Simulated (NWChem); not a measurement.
PbI cation, singlet; SMILES [Pb+][I]

Computed with NWChem. Low-valent species are run as closed-shell singlets; no triplet was tried in these runs. Structure relaxed at the PBE-D3(BJ)/def2-SVP level. def2 effective core potentials on I, Pb; no spin-orbit coupling. Level: PBE0/def2-SVPD; the question gives the wavelength of the field.

What does the run give for field 1065 nm? Quantities: isotropic polarisability (bohr³); anisotropy (bohr³).


| Property | Value |
|---|---|
| isotropic polarisability (bohr³) | 67.1 |
| anisotropy (bohr³) | 58.1 |
